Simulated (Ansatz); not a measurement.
A made-up structure of SiHICl (charge +1), closed shell:

```xyz
4
angstrom
Cl -1.8375 -0.5681 -0.2964
Si -0.0294 0.1489 -0.0534
I -3.5783 -2.0301 -1.0964
H 0.1722 1.5553 -0.4353
```

It is relaxed with PBE-D4/def2-SVP and then PBE0-D4/def2-TZVP (Ansatz 0.2.0). Atoms count as bonded within 1.22 times the sum of their covalent radii (H–H: 0.88 Å). The end point is not checked to be a true minimum.

(1) Does its bonding change? (Judge from chemistry; the calculation decides.)

## Answers

(1) By the calculation: No: no bond forms or breaks.

Where it ends: The first stage lowers the energy by 1.47 eV in 12 steps. It ends as SiHICl ([SiH][Cl][I]), total charge +1:
Cl1  (-1.426, -1.223, 0.150)
Si2  (0.081, 0.376, 0.197)
I3  (-3.305, -1.196, -1.332)
H4  (-0.622, 1.149, -0.896)
(Å)

Labels in which every atom is bracketed show which atoms are joined, not bond orders.

For scale, one of the runs: PBE0-D4/def2-TZVP relaxation, 130 basis functions, launched by `ansatz run in.yaml --threads 2 --pin off --events-out ev --progress --plain --max-ram 4352MiB`. The run took about 20 s on 2 CPU threads of an Arm Neoverse V1 (shared host).
